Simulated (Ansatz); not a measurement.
`CS[CH2][GeH3]`. Charge 0, multiplicity 1. The geometry is a stationary point of PBE0-D4/def2-TZVP. It is one conformer, not always the lowest.

```xyz
12

C    -1.543   -1.162   -0.388
S    -0.032   -1.575    0.490
C     1.084   -0.324   -0.173
Ge    0.798    1.471    0.578
H    -1.409   -1.269   -1.466
H    -2.301   -1.871   -0.057
H    -1.883   -0.152   -0.157
H     2.091   -0.647    0.096
H     1.030   -0.315   -1.264
H     1.133    1.440    2.076
H    -0.667    1.903    0.398
H     1.700    2.500   -0.132
```

**Question.** What is the dipole moment at PBE/def2-TZVPP? (An estimate is asked.)

**Answer.** Ansatz gave: 1.26 D, with components (-0.29, 0.36, -1.17) D in this frame, pointing from negative to positive charge.

**Question.** And with r2SCAN, B3LYP, ωB97M-V? (Estimate.)

**Answer.** The calculation gave: r2SCAN 1.33 D, B3LYP 1.27 D, ωB97M-V 1.28 D.

**Question.** Give the Mulliken charges with PBE, B3LYP, r2SCAN in def2-TZVPP. (Best estimate.)

**Answer.** Computed: 
```tsv
atom	PBE	B3LYP	r2SCAN
C1	-0.27	-0.28	-0.17
S2	-0.11	-0.10	-0.12
C3	-0.25	-0.27	-0.19
Ge4	0.09	0.12	0.11
H5	0.11	0.11	0.07
H6	0.12	0.12	0.08
H7	0.11	0.11	0.08
H8	0.13	0.13	0.10
H9	0.12	0.12	0.09
H10	-0.01	-0.01	-0.01
H11	-0.01	-0.02	-0.02
H12	-0.02	-0.02	-0.03
```

B3LYP here is the variant with VWN-RPA as its local correlation; programs differ in this.
